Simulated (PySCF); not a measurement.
## Excitation energy of Co(2+) by level of theory

Co(2+) [Ar] 3d7 (4F) → Co(2+) [Ar] 3d6 4s1 (6D), as a difference of total energies. Computed with PySCF 2.14 in aug-cc-pVTZ, with the non-relativistic Hamiltonian (point nucleus). Correlated levels: valence: [Ar] frozen. The calculations carry no spin-orbit coupling.

| method | excitation energy (cm⁻¹) |
| --- | --- |
| UHF | 39496 |
| MP2 (valence) | 49887 |
| SCS-MP2 (valence) | 52728 |
| CCSD (valence) | 48445 |
| CCSD(T) (valence) | 48785 |
